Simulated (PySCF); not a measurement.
A structure optimised at TPSSh-D3(BJ)/def2-SVP, used in a PySCF frequency run:

```
O
Si 1 1.6674
Ge 1 1.7825 2 136.10
H 2 1.4939 1 110.11 3 -59.24
H 2 1.4939 4 107.59 1 -120.02
H 3 1.5342 1 105.64 2 180.00
H 3 1.5404 6 111.29 1 -118.13
H 3 1.5404 6 111.29 7 -123.75
C 2 1.8721 4 110.37 5 -120.49
H 9 1.1019 2 110.80 4 179.40
H 9 1.1019 10 108.12 2 -121.60
H 9 1.1029 10 108.19 11 -116.95
```
Charge 0, spin multiplicity 1.

Task: Write its SMILES, formula and point group.

Result: C[SiH2][O][GeH3], CH8GeOSi, Cs

Task: What are its rotational constants (standard atomic weights)?

Result: 15.073, 1.2128, 1.1626 GHz
